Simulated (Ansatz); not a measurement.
Input for Ansatz (an electronic-structure program): R-SVWN5/def2-TZVPP on H4P2 (SMILES PP), a point of a torsion scan.

Ansatz 0.2 input:
```yaml
crystal:
  periodic: [false, false, false]
  atoms:
    - {symbol: P, position_ang: [-1.02853628, -0.30010723, -0.54543414]}
    - {symbol: P, position_ang: [1.03501351, 0.34341592, -0.43216555]}
    - {symbol: H, position_ang: [-1.53692125, 0.96575616, -0.26390522]}
    - {symbol: H, position_ang: [-1.18702441, -0.70982841, 0.77685490]}
    - {symbol: H, position_ang: [1.54268877, -0.92244904, -0.71551417]}
    - {symbol: H, position_ang: [1.22818279, 0.16731677, 0.93611026]}
basis:
  gaussian:
    orbitals: def2-TZVPP
hamiltonian:
  xc: {name: SVWN5}
scf: {lower_state_search: off}
```

Q: Predict the final total energy.

A: -682.5642 hartree.
